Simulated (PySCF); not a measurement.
A GIAO shielding run with PySCF 2.14 (density fitting, non-relativistic, gas phase) on `CN[Si@H](C[SiH2]C#N)[SiH2]N`, C3H13N3Si3:

```
$ OMP_NUM_THREADS=1 python probes_run.py task.json out

{"job": {"kind": "nmr", "xc": "PBE0", "basis": "pcSseg-1"}, "charge": 0, "multiplicity": 1}
C     -0.554441     2.650331    -0.331267
N      0.251084     1.465522    -0.170657
Si    -0.410268    -0.033986     0.356899
C      1.069866    -1.252766     0.364911
Si     2.704159    -0.613854     1.071385
C      3.364614     0.632870    -0.157111
N      3.754901     1.380615    -0.933434
Si    -2.175575    -0.885916    -0.898350
N     -3.066953    -2.187770    -0.185990
H     -1.062667     2.688926    -1.301808
H     -1.312517     2.665980     0.449127
H      0.067976     3.541240    -0.231817
H      1.028258     1.457972    -0.813606
H     -0.751422     0.213948     1.780806
H      1.239953    -1.609362    -0.652337
H      0.762901    -2.128569     0.936802
H      2.568718     0.076433     2.354268
H      3.738880    -1.656670     1.133651
H     -3.216219     0.119393    -1.155346
H     -1.749147    -1.453577    -2.187538
H     -2.595956    -3.063778    -0.027213
H     -3.666555    -1.987596     0.597777
```

Hardware: 1 thread of an Arm Neoverse V2, shared host. The job also computes population analyses, field gradients.

Question: How large is the calculation?

Answer: 94 electrons, 239 basis functions and 1298 auxiliary functions.

Question: How long does it take, and how much memory does it need?

Answer: 73 s of wall time, with 14 SCF cycles and 5 response iterations; peak memory 1.1 GiB. Times on a shared host scatter by some tens of per cent.
